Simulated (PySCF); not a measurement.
## Dipole moment and polarisability of `O=C[C@H]1COCC[SiH2]1`

Species: C₅H₁₀O₂Si.
Structure used (GFN2-xTB), in Å, numbered top down from 1:
```
atom  x, y, z in Å
O1     2.909   -1.173   -0.728
C2     1.916   -0.507   -0.869
C3     1.284    0.320    0.185
C4     0.396    1.422   -0.401
O5    -0.687    0.935   -1.154
C6    -1.733    0.382   -0.390
C7    -1.392   -0.981    0.223
Si8    0.193   -0.847    1.265
H9     1.364   -0.498   -1.828
H10    2.060    0.757    0.817
H11    0.030    2.067    0.413
H12    0.970    2.041   -1.097
H13   -2.569    0.286   -1.089
H14   -2.025    1.084    0.406
H15   -2.244   -1.321    0.811
H16   -1.252   -1.699   -0.586
H17   -0.080   -0.132    2.521
H18    0.851   -2.130    1.489
```

Level: CAM-B3LYP/def2-SVPD (PySCF), static field, nuclei fixed, core orbitals frozen in the response. The polarisability tensor in these axes (au):

```
x   96.16 -4.47 -1.32
y   -4.47 83.95 -3.14
z   -1.32 -3.14 84.34
```

Problem. Diagonalise the tensor; give its mean and Δα, where Δα² is half the sum of the squared differences of the eigenvalues.

Solution. Principal values 79.89, 86.93 and 97.63 au; mean 88.15 au = 13.06 Å³ = 14.53 × 10⁻⁴⁰ C²·m²/J; Δα = 15.47 au (18 % of the mean).

Problem. What is the dipole moment, and where does it point?

Solution. (-2.99, 1.40, 1.52) D, 3.63 D in size, pointing from the negative to the positive side. Measured along this direction, the outermost atoms are O1 at the negative end and H14 at the positive end.

Problem. What would n − 1 = 2πNα be for an ideal gas of these molecules at 500 K and 1 atm, electronic part alone?

Solution. N = p/kT = 1.4678 × 10¹⁹ cm⁻³, so n − 1 = 2π × N × 13.06 × 10⁻²⁴ cm³ = 1205 × 10⁻⁶ at long wavelengths.

Problem. Find the Langevin capture rate constant for NH4+ (18.034 u) meeting this molecule (130.045 u), k = 2.342 × 10⁻⁹ cm³/s × √(α in Å³ / reduced mass in u).

Solution. The reduced mass is 15.84 u, so k = 2.13 × 10⁻⁹ cm³/s. The formula leaves out the permanent dipole, which adds to the capture rate.

Problem. What depolarisation ratio follows for Rayleigh scattering of linearly polarised light, taking the static tensor?

Solution. ρ = 3Δα²/(45ᾱ² + 4Δα²) = 717.6/(349671 + 956.8) = 0.00205.

Problem. Orientational against electronic polarisability at 298 K (dilute gas, rigid molecules)?

Solution. In Gaussian units μ²/3kT = 106.97 Å³ against 13.06 Å³, a ratio of 8.19; the Debye molar polarisation (4π/3)N_A(α + μ²/3kT) is 302.8 cm³/mol, leaving out the vibrational part.

Problem. Give the principal axes and the span of the nuclei along them.

Solution. Largest value along (0.95, -0.31, -0.02), where the nuclei span 5.65 Å; middle along (-0.17, -0.58, 0.79), 4.51 Å; least along (0.26, 0.75, 0.61), 3.77 Å. The response follows the extents in order.

One conformer (not necessarily the lowest) at the GFN2-xTB geometry, without solvent, vibrations or thermal averaging.

These values come from a run that also computed excited states. The run took 2.7 min on one thread of an Intel Xeon at 2.50 GHz, shared host with 64 logical CPUs at a one-minute load of 59, and the process peaked at 1.2 GiB of memory.
